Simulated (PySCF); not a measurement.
Computed properties of C2H9NSn, SMILES C[CH2][SnH2][NH2]

C2H9NSn, SMILES C[CH2][SnH2][NH2]. Geometry optimised at r2SCAN-D4/def2-SVP. The structure was generated by enumeration; whether it is a known compound was not checked. The def2 effective core potentials stand for the cores of Sn; spin–orbit coupling is left out. Other conformers were not sampled. All values are computed for the isolated molecule unless a solvent is named; none is compared with measurement here.

**Structure.** All 33 harmonic modes at r2SCAN-D4/def2-SVP (PySCF) are real, so it is a minimum. With heavy atoms numbered as in [SnH2:1]([NH2:2])[CH2:3][CH3:4], the shortest bond between them is C3–C4 at 1.527 Å and the longest Sn1–C3 at 2.165 Å.

**Vibrations.** The strongest infrared lines (harmonic, unscaled, degenerate partners summed) lie at 1844 cm⁻¹ (231 km/mol, H 99 %), 1905 cm⁻¹ (199 km/mol, H 99 %), 708 cm⁻¹ (118 km/mol, H 98 %). The softest mode is at 49 cm⁻¹ and the zero-point energy is 64.6 kcal/mol.

**Electronic structure.** ωB97X/def2-TZVP (PySCF) places the frontier levels at -9.46 and 1.79 eV, a gap of 11.25 eV, and gives a dipole moment of 0.87 D and a mean polarisability of 72.6 bohr³. PBE/def2-TZVP (PySCF) at the same geometry gives -5.67 and -0.77 eV, so its gap is 6.35 eV narrower. An orbital gap is neither the optical nor the fundamental gap.

**Excitations.** TDDFT-B3LYP/def2-SVPD (PySCF) has S1 at 5.58 eV (222 nm, f = 0.034, weak); the most intense of the 10 singlets computed lies at 7.29 eV (f = 0.25). T1 (TDA) is at 5.04 eV. TDDFT-PBE/def2-SVPD (PySCF) puts S1 at 5.15 eV. No vertical singlet excitation falls in the visible range (under 3.1 eV).
